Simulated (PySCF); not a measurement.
**Hg⁷²⁺: ionisation energy**

Hg⁷²⁺ [He] 2s2 2p4 (3P) → Hg⁷³⁺ [He] 2s2 2p3 (4S), as a difference of total energies. Calculation: PySCF 2.14, in an even-tempered Gaussian basis (18 s from 51 bohr⁻², ratio 2.2; 13 p from 66 bohr⁻², ratio 2.2; 5 d from 260 bohr⁻², ratio 2.4; 5 f from 390 bohr⁻², ratio 2.4; 4 g from 580 bohr⁻², ratio 2.4); the spin-free X2C one-electron Hamiltonian (Gaussian nucleus). Correlated levels: nothing frozen; virtual orbitals above 40 to 60 times the deepest correlated orbital energy dropped. The calculations carry no spin-orbit coupling.

| method | ionisation energy (eV) |
| --- | --- |
| UHF | 19901.3 |
| LDA | 19891.4 |
| PBE | 19904.7 |
| r2SCAN | 19908.1 |
| revPBE | 19904.4 |
| TPSS | 19909.7 |
| MP2 (all electrons) | 19903.1 |

**Question.** Estimate what SCS-MP2 (all electrons) gives.

**Answer.** 19903.3 eV, closest to MP2 (all electrons) among the rows shown.

**Question.** Estimate what PBE0 gives.

**Answer.** 19904.3 eV, closest to revPBE among the rows shown.

Spin-orbit coupling is strong in these open shells (close to jj coupling). The scalar numbers leave it out and a first-order estimate fails, so it can dominate the gap to the real levels.

For this ion Breit and QED terms and the two-electron picture change, all absent here, outweigh the differences among the correlated methods.

For comparison: 19310 ± 70 eV (theoretical estimate listed by NIST; NIST Atomic Spectra Database, ionization energies).
